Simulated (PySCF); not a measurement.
Gas-phase reaction: Ge(CH3)4 → GeH2 + C4H10 (n-butane)

Method: PySCF energies (xtb for GFN2) plus ideal-gas RRHO corrections (1 bar). † marks an energy on the PBE0/def2-TZVP geometry and frequencies; other levels use their own. MP2 freezes the core. All species are closed-shell singlets. Ge: all electrons, no relativistic terms. GeH2: computed as isolated molecules; such fragments, hydroxides, amides, oligomers or adducts are transient or little studied in the gas. MP2 isn't extrapolated to the basis-set limit.

ωB97M-V/def2-TZVP† gives ΔH°(298 K) = 232 kJ.

Problem. What do ωB97X-V/def2-TZVP†, MP2/def2-SVP†, GFN2-xTB give?

Solution. ωB97X-V/def2-TZVP†: 241 kJ; MP2/def2-SVP†: 226 kJ; GFN2-xTB: -19 kJ. For scale, ΔH°(298 K) is 232 kJ at this level, 241 kJ at ωB97X-V/def2-TZVP†, and runs from -19 to 282 kJ over the 18 levels computed.
